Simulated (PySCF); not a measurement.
Coordinates in bohr (charge 0 multiplicity 1):
```
Sb    0.0000    0.0000    0.6064
F     3.0290    0.0000   -1.2733
F    -1.5145    2.6232   -1.2733
F    -1.5145   -2.6232   -1.2733
```

All numbers come from PySCF, PBE0, basis Sb def2-TZVP with ECP28, F def2-TZVP (scalar-relativistic core potentials, no spin–orbit coupling, density fitting).

This geometry of SbF₃ is a stationary point at this level.

Q: What is the point group?

A: C3v.

Q: Is it a minimum?

A: Yes: all harmonic wavenumbers are real.

Q: List the harmonic modes with their infrared intensities.

A: 
```csv
symmetry,ω (cm⁻¹),"IR (km/mol, summed over degenerate members)",type
e,199,10.0,bend
a1,245,23.9,bend
e,643,230,stretch
a1,668,74.8,stretch
```

Q: What are the dipole moment and the gap between the highest occupied and lowest empty levels?

A: 3.77 D and 8.16 eV.

Q: Give the ideal-gas entropy at 298.15 K and 1 bar by parts.

A: translation 173.5, rotation 99.3, vibration 29.9, spin 0.0; total 302.7 J/(mol K).

In C3v the vibrations span 2e + 2a1.
